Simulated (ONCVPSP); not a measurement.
**Before and after: ONCV potential for O**

oxygen, optimised norm-conserving Vanderbilt (ONCV), made with ONCVPSP 4.0.1 (PBE, scalar-relativistic). Core [He], reference 2s2 2p4. Waves: 2s: rc 0.95 bohr, ncon 5, nbas 9, qcut 5.6 1/bohr, 3 projectors, debl 0.5 Ha; 2p: rc 1.90 bohr, ncon 5, nbas 9, qcut 5.9 1/bohr, 2 projectors, debl 1.7 Ha; d scattering state at 0.08 Ha: rc 1.45 bohr, ncon 3, nbas 6, qcut 5.9 1/bohr, 2 projectors, debl 1.9 Ha. Local part: polynomial inside 0.70 bohr (lpopt 5, dvloc0 4 Ha). Core correction: polynomial model core, fcfact 0.3.

In the s channel the program set the typed energies aside and used -0.881, 0.250, 0.750 Ha.

All-electron outer shells of the reference configuration (PBE, scalar-relativistic, ld1.x):

```tsv
shell	level (eV)	outermost node (bohr)	outermost maximum (bohr)
1s	-514.70	–	0.13
2s	-23.96	0.28	0.87
2p	-9.03	–	0.82
```

Change: s: rc 1.26.

Cutoffs: the cutoffs (Ha) at which the residual kinetic energy of the hardest occupied pseudo-wave falls to 1 and 0.1 mHa per electron; they do not see the model core or the augmentation charge, which bear on the density cutoff. Errors are all-electron minus pseudo energies relative to the spin-unpolarised reference configuration.

Q: Predict the effect on cutoff, ghosts and configuration errors.

A: The potential gets softer (203 Ha and 249 Ha → 52 Ha and 130 Ha); both files keep a bound ghost (s); of the 4 tests that both files solve, the error grows in 1 and shrinks in 0 by more than 15 % and 0.3 meV (median size 403.1 → 413.9 meV). A larger radius leaves more room for a smooth pseudo-wave, so fewer plane waves are needed.

| quantity | base | changed |
| --- | --- | --- |
| cutoff, loose | 203 Ha | 52 Ha |
| cutoff, tight | 249 Ha | 130 Ha |
| loose cutoff by channel | s 203 Ha, p 17 Ha | s 52 Ha, p 17 Ha |
| bound ghosts | s | s |
| GHOST(+) flags under 300 eV | none | none |
| error for 2s2 2p3, meV [ΔE 16.43 eV] | +96 | +99 |
| error for 2s2 2p2, meV [ΔE 50.02 eV] | +710 | +729 |
| error for 2s2 2p1, meV [ΔE 103.89 eV] | +2544 | +2618 |
| error for 2s1 2p5, meV [ΔE 14.95 eV] | -20 | -35 |
| p: phases at 1.92 bohr within 0.05 rad from the reference energy up to (Ha; the scan ends near 5) | to the end of the scan | to the end of the scan |
| d: phases at 1.47 bohr within 0.05 rad from the reference energy up to (Ha; the scan ends near 5) | to the end of the scan | to the end of the scan |
| rms error of d²Exc/dni dnj with the model core, mHa | 1.65 | 1.77 |

 A true bound ghost makes a file unfit for plane-wave use even where its test errors are small: the radial tests pick states by their node count and pass the ghost by.
